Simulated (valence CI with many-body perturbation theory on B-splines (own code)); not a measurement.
## E1 line list for Ni22+

Level of theory: relativistic CI+MBPT: four valence electrons over a frozen Dirac-Fock core [He], radial functions for each j: 11 s, 11 p, 9 d, 7 f, 5 g, 2 h, 1 i, with the one-electron correlation potential Σ1, the two-electron term Σ2, the three-electron term Σ3, Breit, model QED; selected CI, second order for the rest (own B-spline code, finite nucleus).

No measured levels were compared; by estimate levels of excited configurations hold to 0.05 to 0.15 % of their energy, terms of the ground configuration to about 0.5 %. Among the levels kept, up to 270 cm⁻¹ of a level comes from second order outside the variational space, and about a tenth of that is noise between levels of different J, which matters for small intervals.

Lines 51 to 100 of 267 in falling wavelength, among levels below 1283.7 eV, chosen from the strongest by gf and those to the six lowest levels. Wavelengths and rates use the calculated energies, so an error of 600 cm⁻¹ moves a line at 347.5 Å by 0.21 % and its rate by three times that or more. Electric multipoles are in the length gauge, E1 and E2 with the static RPA response of the core. Weak lines are less certain than strong ones. Lines between different terms over intervals too small for the method are left out, as are lines whose strength nearly cancels. The highest levels of a list are the least certain.

Names give the largest LS component (configuration and term), which can be under half, so a name can repeat, a term be missing and a line seem to break the LS rules; names also repeat where a configuration has a term twice. Letters in brackets count levels of one name in rising energy.

```
λ vac (Å)              Upper             Lower   A (s⁻¹)  log gf  Branch %
    347.5      2s2p²3p ⁵S°_2      2s2p²3s ⁵P_3  3.27e+09   -0.53       0.4
    335.6       2s²2p3p ¹D_2     2s²2p3s ¹P°_1  3.65e+09   -0.51       1.4
    329.8      2s2p²3p ¹P°_1      2s2p²3s ³D_1  2.72e+09   -0.88       0.1
    313.4  2s2p²3p ³D°_3 [a]      2s2p²3s ⁵P_3  1.18e+09   -0.91       0.0
    309.1  2s2p²3p ³P°_2 [b]      2s2p²3s ³D_3  2.63e+09   -0.73       0.1
    287.4  2s2p²3p ³P°_2 [b]      2s2p²3s ³D_2  1.62e+09   -1.00       0.0
    216.4  2s2p²3p ³D°_3 [b]  2s2p²3s ³P_2 [a]  2.05e+09   -1.00       0.2
    175.6        2s2p³ ³D°_1       2s²2p² ¹D_2  2.52e+08   -2.46       1.5
    162.9           2p⁴ ³P_2       2s2p³ ³S°_1  6.42e+09   -0.89       9.1
    162.2        2s2p³ ³D°_3       2s²2p² ¹D_2  1.46e+09   -1.39      17.4
    161.4           2p⁴ ¹D_2       2s2p³ ¹P°_1  5.32e+09   -0.98       9.0
    148.6      2s2p²3p ¹F°_3      2s²2p3p ¹D_2  7.86e+09   -0.74       0.1
    135.0       2s2p²3s ³D_3     2s²2p3s ³P°_2  1.04e+10   -0.70       0.2
    133.6           2p⁴ ³P_1       2s2p³ ³S°_1  1.69e+10   -0.87      19.8
    133.2      2s2p²3p ³F°_4      2s²2p3p ³D_3  5.57e+09   -0.88      40.3
    128.9           2p⁴ ¹D_2       2s2p³ ¹D°_2  3.61e+10   -0.35      61.2
    128.3        2s2p³ ³D°_3       2s²2p² ³P_2  6.93e+09   -0.92      82.6
    127.5        2s2p³ ³D°_1       2s²2p² ³P_1  4.62e+08   -2.47       2.7
    127.2        2s2p³ ³S°_1       2s²2p² ¹S_0  9.85e+08   -2.14       0.9
    126.6        2s2p³ ³D°_2       2s²2p² ³P_1  1.12e+10   -0.87      99.0
    118.5      2s2p²3p ³F°_3      2s²2p3p ³D_2  1.06e+10   -0.80       1.2
    115.6      2s2p²3p ¹D°_2  2s²2p3p ³P_1 [a]  9.98e+09   -1.00       0.2
    115.1       2s2p²3s ³D_2     2s²2p3s ³P°_1  1.44e+10   -0.84       0.3
    114.6      2s2p²3p ³F°_2      2s²2p3p ³D_1  1.50e+10   -0.83       0.5
    112.5           2p⁴ ¹S_0       2s2p³ ¹P°_1  9.04e+10   -0.77      87.1
    111.8        2s2p³ ³D°_1       2s²2p² ³P_0  1.63e+10   -1.04      94.3
    111.8           2p⁴ ³P_1       2s2p³ ³P°_2  1.99e+10   -0.95      23.2
    109.6  2s2p²3p ³D°_1 [c]      2s²2p3p ³D_1  2.26e+10   -0.91       0.5
    109.1        2s2p³ ³P°_1       2s²2p² ³P_2  2.33e+09   -1.90       7.7
    108.2           2p⁴ ³P_2       2s2p³ ³D°_3  3.06e+10   -0.57      43.2
    108.0        2s2p³ ³S°_1       2s²2p² ¹D_2  7.83e+08   -2.39       0.7
    106.0        2s2p³ ³P°_2       2s²2p² ³P_2  2.73e+10   -0.64      99.2
    104.7        2s2p³ ³P°_0       2s²2p² ³P_1  2.71e+10   -1.35     100.0
    103.6           2p⁴ ³P_2       2s2p³ ³D°_2  1.63e+10   -0.88      23.0
    103.2        2s2p³ ³P°_1       2s²2p² ³P_1  2.28e+10   -0.96      75.8
    102.2   2s2p²3s ³P_1 [b]     2s²2p3s ³P°_1  3.42e+10   -0.79       0.9
    102.0        2s2p³ ¹D°_2       2s²2p² ¹D_2  4.99e+10   -0.41      81.0
    101.0       2s2p²3s ³S_1     2s²2p3s ³P°_2  4.66e+10   -0.67       1.1
    100.4        2s2p³ ¹P°_1       2s²2p² ¹S_0  2.03e+10   -1.04      19.2
    100.2       2s2p²3s ¹P_1     2s²2p3s ¹P°_1  6.29e+10   -0.55       0.9
    99.28   2s2p²3s ³P_2 [b]     2s²2p3s ³P°_2  4.99e+10   -0.43       1.4
    92.72        2s2p³ ³P°_1       2s²2p² ³P_0  4.52e+09   -1.76      15.0
    91.82        2s2p³ ³S°_1       2s²2p² ³P_2  7.19e+10   -0.56      64.8
    87.97        2s2p³ ¹P°_1       2s²2p² ¹D_2  7.80e+10   -0.57      73.9
    87.62        2s2p³ ³S°_1       2s²2p² ³P_1  2.69e+10   -1.03      24.3
    87.48        2s2p³ ¹D°_2       2s²2p² ³P_2  1.11e+10   -1.20      18.0
    79.94        2s2p³ ³S°_1       2s²2p² ³P_0  1.03e+10   -1.53       9.3
    78.20           2p⁴ ³P_2       2s2p³ ⁵S°_2  2.79e+09   -1.89       3.9
    73.98        2s2p³ ¹P°_1       2s²2p² ³P_1  6.78e+09   -1.78       6.4
    11.40       2s2p²3s ¹D_2       2s2p³ ¹D°_2  1.68e+12   -0.79      65.3
```
